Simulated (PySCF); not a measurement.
Isomers of C3H13NSi2, one GFN2-xTB conformer each. Single-point energies are computed at PBE0/pcSseg-1 (PySCF, gas phase, no added dispersion term), electronic only.

Problem. Rank them by PBE0/pcSseg-1 energy, lowest first (kcal/mol).
A. `[CH3:1][CH2:2][CH2:3][N:4]([SiH3:5])[SiH3:6]` with C1–C2–C3–N4 180°, C2–C3–N4–Si5 82°
B. `[NH2:1][CH2:2][CH2:3][CH:4]([SiH3:5])[SiH3:6]` with H–N1–C2–C3 165° and -74°, N1–C2–C3–C4 -61°, C2–C3–C4–Si5 -75°
C. `[NH2:1][CH2:2][SiH2:3][CH2:4][CH2:5][SiH3:6]` with H–N1–C2–Si3 59° and -59°, N1–C2–Si3–C4 56°, C2–Si3–C4–C5 59°, Si3–C4–C5–Si6 180°
D. `[CH3:1][NH:2][SiH2:3][CH2:4][CH2:5][SiH3:6]` with C1–N2–Si3–C4 179°, N2–Si3–C4–C5 -171°, Si3–C4–C5–Si6 180°
E. `[CH3:1][CH:2]([CH3:3])[NH:4][SiH2:5][SiH3:6]` with C1–C2–N4–Si5 -89°, C2–N4–Si5–Si6 -175°
F. `[CH3:1][N:2]([CH3:3])[SiH2:4][CH2:5][SiH3:6]` with C1–N2–Si4–C5 41°, N2–Si4–C5–Si6 169°
G. `[CH3:1][NH:2][CH2:3][CH:4]([SiH3:5])[SiH3:6]` with C1–N2–C3–C4 -170°, N2–C3–C4–Si5 39°
H. `[CH3:1][CH:2]([CH3:3])[SiH2:4][SiH2:5][NH2:6]` with C1–C2–Si4–Si5 66°, C2–Si4–Si5–N6 -51°, Si4–Si5–N6–H -50° and 173°

Solution. H (0.0), A (3.0), E (8.6), F (9.2), D (9.4), C (22.9), B (23.7), G (28.0).

As drawn, the lowest has an Si–Si bond, which the highest lacks. Neighbours under 2.5 kcal/mol apart (CC(C)N[SiH2][SiH3] and CN(C)[SiH2]C[SiH3]; CN(C)[SiH2]C[SiH3] and CN[SiH2]CC[SiH3]; NC[SiH2]CC[SiH3] and NCCC([SiH3])[SiH3]) can change places with a better method, another conformer or zero-point energy. GFN2-xTB itself gives, in the same order: 35.5, 0.0, 25.2, 28.7, 31.1, 58.2, 48.5, 46.6. GFN2-xTB puts CCCN([SiH3])[SiH3] lowest instead; measured from each level's own lowest isomer, the values differ by up to 35.5 kcal/mol (CC(C)[SiH2][SiH2]N: 35.5 against 0.0).

Problem. Which frontier levels, dipoles and rotational constants go with these structures?

Solution. 
```
            SMILES  HOMO (eV, PBE0/pcSseg-1)  LUMO (eV)  dipole (D)       A, B, C (MHz)
CC(C)[SiH2][SiH2]N                     -7.22      -0.06        1.20    2868, 1388, 1229
CCCN([SiH3])[SiH3]                     -6.84       0.34        0.81    2756, 1419, 1029
CC(C)N[SiH2][SiH3]                     -6.71      -0.02        1.28  4840, 914.8, 851.0
CN(C)[SiH2]C[SiH3]                     -6.26       0.73        1.35  5845, 927.1, 838.2
  CN[SiH2]CC[SiH3]                     -6.62       0.61        1.23  9933, 662.7, 638.5
  NC[SiH2]CC[SiH3]                     -6.42       0.47        0.85  3850, 902.4, 799.4
NCCC([SiH3])[SiH3]                     -7.04       0.70        3.35    2622, 1767, 1295
CNCC([SiH3])[SiH3]                     -6.84       0.68        2.37   3111, 1315, 992.2
```
